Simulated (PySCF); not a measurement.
**C$_{5}$H$_{7}$FO$_{3}$Si: full NMR table**

- Formula: C5H7FO3Si
- SMILES: CO[Si@@H]1CC(C(=O)O)=C1F
- InChI: InChI=1S/C5H7FO3Si/c1-9-10-2-3(4(10)6)5(7)8/h10H,2H2,1H3,(H,7,8)/t10-/m1/s1
- Point group of the computed structure: C1
- Degrees of unsaturation: 3
- Carbon signals: 5
- Proton signals: 5

Molfile (atoms numbered from 1):
```
C5H7FO3Si
     RDKit          3D

 17 17  0  0  0  0  0  0  0  0999 V2000
   -3.2262    0.2958   -1.0258 C   0  0  0  0  0  0  0  0  0  0  0  0
   -2.1328   -0.0541   -0.2208 O   0  0  0  0  0  0  0  0  0  0  0  0
   -0.7224   -0.7441   -0.5655 Si  0  0  2  0  0  4  0  0  0  0  0  0
    0.3998   -0.7668    0.9821 C   0  0  0  0  0  0  0  0  0  0  0  0
    1.3874    0.1179    0.2537 C   0  0  0  0  0  0  0  0  0  0  0  0
    2.6697    0.5801    0.7844 C   0  0  0  0  0  0  0  0  0  0  0  0
    3.4799    1.2569    0.2014 O   0  0  0  0  0  0  0  0  0  0  0  0
    2.8702    0.1558    2.0484 O   0  0  0  0  0  0  0  0  0  0  0  0
    0.7987    0.3518   -0.9326 C   0  0  0  0  0  0  0  0  0  0  0  0
    1.2683    1.0951   -1.9395 F   0  0  0  0  0  0  0  0  0  0  0  0
   -3.5170   -0.5366   -1.6685 H   0  0  0  0  0  0  0  0  0  0  0  0
   -2.9790    1.1568   -1.6485 H   0  0  0  0  0  0  0  0  0  0  0  0
   -4.0539    0.5528   -0.3651 H   0  0  0  0  0  0  0  0  0  0  0  0
   -0.8219   -1.9120   -1.4329 H   0  0  0  0  0  0  0  0  0  0  0  0
    0.8344   -1.7201    1.2691 H   0  0  0  0  0  0  0  0  0  0  0  0
    0.0118   -0.2980    1.8826 H   0  0  0  0  0  0  0  0  0  0  0  0
    3.7260    0.4806    2.3677 H   0  0  0  0  0  0  0  0  0  0  0  0
  1  2  1  0
  2  3  1  0
  3  4  1  0
  4  5  1  0
  5  6  1  0
  6  7  2  0
  6  8  1  0
  5  9  2  0
  9 10  1  0
  9  3  1  0
  1 11  1  0
  1 12  1  0
  1 13  1  0
  3 14  1  6
  4 15  1  0
  4 16  1  0
  8 17  1  0
M  END
```

- structure optimised with GFN2-xTB
- shielding tensors at PBE0/pcSseg-1 (GIAO)
- run in PySCF 2.14.0 with density-fitted response routines
- no solvent, non-relativistic Hamiltonian, rapidly exchanging positions averaged, single conformer

Chemical shifts δ = σref − σ; $^{1}$H and $^{13}$C and $^{29}$Si vs TMS; CFCl3 for $^{19}$F; $^{17}$O against H2O, all at this level.

| carbon | δC, type | δH (multiplicity) | HMBC from (2–3 bonds) | span of the C tensor (ppm) |
| --- | --- | --- | --- | --- |
| C1 | 54.9, CH3 | 4.03 (s) | H14 | 80 |
| C4 | 16.6, CH2 | H15 1.61 (m); H16 1.76 (m) | H14 | 23 |
| C5 | 130.8, C | – | H14, H16, H15 | 167 |
| C6 | 165.6, C | – | H16, H15 | 157 |
| C9 | 189.1, C | – | H14, H16, H15 | 153 |

Other nuclei:
```
atoms    nucleus                                                   environment  δ (ppm)  σ (ppm)
  H17    $^{1}$H                           hydrogen on an acid hydroxyl oxygen     6.07    25.65
  H14    $^{1}$H  hydrogen on a silicon bonded to 2 C, O, in a 4-membered ring     5.45    26.26
  F10   $^{19}$F                                              vinylic fluorine    -54.8    225.8
  Si3  $^{29}$Si             silicon bonded to 2 C, O, H, in a 4-membered ring    -15.1    364.2
   O7   $^{17}$O                                               carbonyl oxygen    445.0   -109.0
   O8   $^{17}$O                                          acid hydroxyl oxygen    216.5    119.5
   O2   $^{17}$O                                        oxygen bonded to C, Si     23.2    312.9
```

- Carbon types of the structure: 3 × C, 1 × CH2, 1 × CH3, leaving 2 H on heteroatoms.
- δC 189.1: β carbon of a C=C–C=O unit; conjugation with the carbonyl draws π density from the β position.
- δC 165.6: carboxylic acid carbon; it is a carbonyl in resonance with an O or N lone pair, the region of acids, esters and amides.
- δC 130.8: α carbon of a C=C–C=O unit; as expected for a trigonal carbon in a double bond.
- δH 4.03: hydrogen on a methyl carbon bonded to O; its carbon carries O, hence the downfield position.
- δH 1.76, 1.61: hydrogen on an allylic sp3 CH2 bonded to Si; allylic position.

OH and NH positions are those of a molecule without intermolecular hydrogen bonds; in solution they move with solvent, concentration and temperature, and exchange usually removes their couplings. Splittings by $^{19}$F in the carbon and heteronuclear signals aren't shown, as no couplings were computed. Shifts are as computed. Against solution values, carbons near 30 ppm lie about +3 ppm off and those near 130 ppm about +5 ppm. Of 1211 compounds with measured shifts, 218 miss one by over three times the rms of a fit or turn the order of signals round; such compounds aren't used in these exercises. In solution the two oxygens of a carboxylic acid exchange roles by proton transfer and give one 17O line. Hydrogen bonding in solution shields acid and N–H amide carbonyl oxygens by tens of ppm. Hydrogen bonding in solution deshields acid and N–H amide carbonyl carbons by as much as 10 ppm beyond these values. Unscaled 19F shifts against computed CFCl3 carry errors that often reach 10 to 50 ppm. Unscaled 17O shifts of doubly bonded oxygen tend to come out too high, by tens of ppm or more. Experimental scales use liquid or dissolved standards, which lie at an offset from isolated H2O (liquid H2O: subtract about 36 ppm). Multiplicities follow the n + 1 count of equivalent neighbours, as no J values were calculated; m marks all less simple cases, F and P coupling included.
